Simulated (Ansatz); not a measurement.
Two isomers of CH5F2NSi: A = `FCN[SiH2]F`, B = `NC(F)(F)[SiH3]`.

Isolated molecules relaxed with PBE0-D4/def2-TZVP in Ansatz; ΔE leaves out vibrations. CCSD(T)/CBS adds triple-zeta CCSD(T) − MP2 to the extrapolated MP2 energy (def2 sets, frozen cores). Functionals use def2-TZVPP. B3LYP here is the variant with VWN-RPA as its local correlation; programs differ in this. Each species was taken in one conformer, which may not be the lowest.

A:

```xyz
10

F    -1.551   -1.453    0.587
C    -0.474   -1.263   -0.275
N    -0.255    0.099   -0.572
Si    0.683    1.167    0.378
F    -0.082    1.776    1.641
H    -0.701   -1.834   -1.178
H     0.405   -1.681    0.223
H    -0.909    0.482   -1.237
H     1.058    2.317   -0.472
H     1.826    0.390    0.905
```

B:

```xyz
10

N    -0.738   -0.325   -1.398
C     0.143   -0.665   -0.338
F    -0.312   -1.836    0.199
F     1.363   -0.919   -0.898
Si    0.383    0.610    1.093
H    -1.682   -0.188   -1.061
H    -0.425    0.506   -1.883
H    -0.955    0.854    1.691
H     1.329    0.100    2.113
H     0.892    1.864    0.481
```

Task: Which is lower in electronic energy at CCSD(T)/CBS, and by how much? (Estimate.)

Result: Ansatz gave: A, by 279.4 kJ/mol.

Task: Give E(B) − E(A) in kJ/mol with r2SCAN-D4, MP2/def2-TZVPP, CCSD/def2-TZVPP, B3LYP-D4, ωB97M-V, PBE-D4, B3LYP. (An estimate is asked.)

Result: The calculation gave: r2SCAN-D4 262.0, MP2/def2-TZVPP 289.4, CCSD/def2-TZVPP 279.4, B3LYP-D4 270.6, ωB97M-V 268.1, PBE-D4 248.4, B3LYP 271.8. None reverses the order clearly.

Largest T1 diagnostic: 0.012.

From PBE to PBE0 (25 % exact exchange), in def2-TZVPP and without D4, E(B) − E(A) moves by +11.4 kJ/mol.
